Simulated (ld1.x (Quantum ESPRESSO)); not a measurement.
# Cu: one change to a PAW potential, before and after

* Element: copper (Cu)
* Generator: ld1.x (Quantum ESPRESSO) 7.5
* Type: PAW
* Functional: PBEsol
* Relativity: scalar-relativistic
* Frozen core: [Ar]
* Valence charge: 11
* Reference configuration: 3d10 4s0.75 4p0.25
* Partial waves: 4s (bound): rcut 1.80, rcutus 2.05 bohr; 4s channel at 2.25 Ry: rcut 1.80, rcutus 2.05 bohr; 4p (bound): rcut 2.70, rcutus 3.35 bohr; 4p channel at 4.6 Ry: rcut 2.70, rcutus 3.35 bohr; 3d (bound): rcut 1.25, rcutus 1.30 bohr; 3d channel at 2.85 Ry: rcut 1.25, rcutus 1.30 bohr
* Local potential: all-electron potential smoothed inside 2.25 bohr (lloc = -1)
* Core correction: Bessel-smoothed model core inside 0.90 bohr
* Augmentation charge: BESSEL, radius 1.00 bohr

Change: local potential all-electron potential smoothed inside 3.94 bohr (lloc = -1).

Cutoffs: the cutoffs (Ry, on a coarse ladder) from which the occupation-weighted sum of valence levels, in a spherical-Bessel basis at the reference potential, stays within 10 and 1 mRy of its value at 400 Ry; they do not see the model core or the augmentation charge, which bear on the density cutoff. Errors are all-electron minus pseudo energies relative to the spin-unpolarised reference configuration.

Task: What does the change do?

Result: The potential gets neither clearly harder nor softer (70 Ry and 120 Ry → 70 Ry and 120 Ry); the number of tests that count goes from 7 to 5; of the 5 tests that both files solve, the error grows in 3 and shrinks in 0 by more than 15 % and 0.3 meV (median size 3.7 → 8.4 meV); neither file shows a bound ghost at the reference potential, the only one tested. The local part now departs from the all-electron potential out to 3.94 bohr, far beyond the d radius of 1.30 bohr, and whatever the projectors do not describe feels it: the likely cause.

| quantity | base | changed |
| --- | --- | --- |
| cutoff, loose | 70 Ry | 70 Ry |
| cutoff, tight | 120 Ry | 120 Ry |
| bound ghosts | none | none |
| tests counted (converged, no solver errors) | 7 of 7 | 5 of 7 |
| error for 3d10 4s1 4p0, meV [ΔE -1.00 eV] | -0.1 | -0.1 |
| error for 3d10 4s0 4p0, meV [ΔE 7.10 eV] | -3.7 | -8.4 |
| error for 3d9 4s0 4p0, meV [ΔE 28.41 eV] | -55 | -69 |
| error for 3d10 4s0.5 4p0, meV [ΔE 2.15 eV] | -0.5 | -1.2 |
| error for 3d9 4s2 4p0, meV [ΔE 0.98 eV] | -62 | -62 |
| lowest overlap eigenvalue by channel | s 0.45, p 0.59, d 0.37 | s 0.41, p 0.56, d 0.54 |

Changed file: Tests not counted: 3d7 4s0 4p0 (solver errors, printed error -767 eV); 3d8 4s0 4p0 (pseudo-atom not self-consistent, printed error -1.9 eV).
